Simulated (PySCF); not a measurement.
**Relaxation of triplet Os(OH)2**

These are results of UPBE0 in PySCF with Os def2-SVP with ECP60, O def2-SVP, H def2-SVP; scalar-relativistic core potentials, no spin–orbit coupling; density-fitted integrals, not measurements. A (50,194) grid was used.

A hand-made linear (heavy-atom frame) start, of C2h symmetry, held to at least that symmetry:

Coordinates in bohr (charge 0 multiplicity 3):
```
Os    0.0000    0.0000    0.0000
O     0.0000    0.0000    3.6283
O     0.0000    0.0000   -3.6283
H    -1.3897    0.0000    4.7944
H     1.3897    0.0000   -4.7944
```

Optimiser trace:
```tsv
step	E − E(last) (kJ/mol)	largest gradient (Eh/bohr)
0	18.08	0.04346
1	0.18	0.00400
2	0.01	0.00047
3	0.00	0.00017
```

It ends at C2h with Os–O 1.842 Å (×2), O–H 0.965 Å (×2); H–O–Os 130.1° (×2), O–Os–O 180.0° (after a last refinement on a finer grid). A frequency run shows 1 imaginary mode, down to 69i cm⁻¹, so it is a saddle point. Other isomers or separated fragments may lie lower.

Open d and f shells are described by one determinant, and the ground state may have another occupation or spin. With an element this heavy the missing spin–orbit coupling can shift these numbers.
